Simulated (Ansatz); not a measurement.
Cl$_{3}$H$_{3}$OSi$_{2}$, SMILES `Cl[SiH2]O[SiH](Cl)Cl`. The species carries charge 0 and has multiplicity 1. Geometry: relaxed with PBE0-D4/def2-TZVP. It is one conformer, not always the lowest.

```xyz
9

Cl   -0.994    1.353   -2.288
Si   -0.450    1.475   -0.322
O     0.535    0.226    0.052
Si    0.648   -1.352    0.374
Cl   -1.019   -2.317   -0.288
Cl    0.806   -1.613    2.385
H     0.315    2.721   -0.127
H    -1.678    1.420    0.495
H     1.836   -1.914   -0.281
```

Problem. What is the dipole moment at r2SCAN/def2-TZVPP? (An estimate is asked.)

Solution. Computed: 0.90 D, with components (0.54, 0.65, 0.33) D in this frame, pointing from negative to positive charge.

Problem. And with PBE, B3LYP, ωB97M-V? (An estimate is asked.)

Solution. Computed: PBE 0.85 D, B3LYP 0.91 D, ωB97M-V 0.90 D.

Problem. Give the Mulliken charges with r2SCAN, ωB97M-V, B3LYP in def2-TZVPP. (Estimate.)

Solution. The calculation gave: 
| atom | r2SCAN | ωB97M-V | B3LYP |
| --- | --- | --- | --- |
| Cl1 | -0.24 | -0.20 | -0.24 |
| Si2 | 0.57 | 0.43 | 0.54 |
| O3 | -0.40 | -0.37 | -0.36 |
| Si4 | 0.67 | 0.53 | 0.64 |
| Cl5 | -0.22 | -0.18 | -0.21 |
| Cl6 | -0.22 | -0.18 | -0.21 |
| H7 | -0.06 | -0.01 | -0.05 |
| H8 | -0.06 | -0.01 | -0.05 |
| H9 | -0.06 | -0.01 | -0.05 |

B3LYP here is the variant with VWN-RPA as its local correlation; programs differ in this.
